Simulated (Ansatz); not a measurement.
The pair A = C2H2 (SMILES C#C) (first 4 atoms), B = CH3I (SMILES CI); geometry from B3LYP-D3(BJ)/def2-TZVP.
(charge 0, multiplicity 1):
```xyz
9

C     -0.367    -0.094     0.767
C     -0.263    -1.055     0.059
H     -0.448     0.750     1.409
H     -0.176    -1.902    -0.576
C      1.573    -0.843     3.779
I      0.861     1.124     4.309
H      1.212    -1.529     4.537
H      1.168    -1.076     2.800
H      2.656    -0.798     3.765
```

Correlated levels freeze the cores. Filled d and f shells under p-block atoms count as core. MP2 and its Hartree–Fock in def2-QZVPPD are density fitted.

Run with Ansatz (Gaussian orbitals).  In def2 rows elements past Kr take small-core potentials, without spin–orbit coupling.

The counterpoise-corrected interaction energy is E(AB) − E(A in the pair's basis) − E(B in the pair's basis). Total energies (hartree):

```csv
level,AB,A in the pair's basis,B in the pair's basis
HF/def2-TZVPPD,-413.1426585,-76.8524551,-336.2901429
MP2/def2-TZVPPD,-413.7803229,-77.1616284,-336.6153852
HF/def2-QZVPPD,-413.1488951,-76.8556824,-336.2931498
MP2/def2-QZVPPD,-413.8342925,-77.1835819,-336.6470661
MP2/def2-SVPD,-413.5336886,-77.0315746,-336.4994396
CCSD(T)/def2-SVPD,-413.5983294,-77.0598642,-336.5362005
```

### Question
Work out the counterpoise-corrected interaction energy at the basis-set limit: extrapolate the MP2 correlation part as X⁻³, take Hartree–Fock from the larger set, and add the CCSD(T) − MP2 difference of def2-SVPD.

### Answer

1. Differences (1 hartree = 627.509 kcal/mol): HF/def2-TZVPPD -0.038; MP2/def2-TZVPPD -2.077; HF/def2-QZVPPD -0.039; MP2/def2-QZVPPD -2.287; MP2/def2-SVPD -1.678; CCSD(T)/def2-SVPD -1.421.
2. Correlation parts, MP2 less HF: -2.039 in def2-TZVPPD (X = 3), -2.248 in def2-QZVPPD (X = 4).
3. Limit (4³·(-2.248) − 3³·(-2.039))/(4³ − 3³) = -2.400; with HF/def2-QZVPPD it gives -2.439.
4. CCSD(T) less MP2 in def2-SVPD: 0.257.
Result: -2.18 kcal/mol, against -2.08 at MP2/def2-TZVPPD. It is an estimate of this method's limit, not of the exact value.

Ansatz is an electronic-structure program.
